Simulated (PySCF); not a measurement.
SMILES [CH3][Mg][S]C (PBE0/def2-SVP optimised geometry):

```
10

Mg    -0.133     0.658     0.000
C     -2.220     0.704    -0.047
H     -2.592     1.580    -0.606
H     -2.653     0.761     0.967
H     -2.642    -0.193    -0.531
S      2.187     0.658     0.000
C      2.653    -0.568     1.280
H      2.290    -0.287     2.279
H      3.751    -0.596     1.317
H      2.298    -1.580     1.037
```

Level of theory: PBE0/def2-TZVP run with PySCF 2.14.0.

What are the frontier orbital energies and the dipole moment?

HOMO-2 -7.80 eV, HOMO-1 -6.83 eV, HOMO -6.31 eV, LUMO -0.89 eV, LUMO+1 -0.43 eV; dipole moment 1.69 D.

Meta-Löwdin charges at PBE0/def2-TZVP: Mg1 1.27, C2 -0.91, H3 0.11, H4 0.11, H5 0.11, S6 -0.67, C7 -0.39, H8 0.12, H9 0.13, H10 0.12.
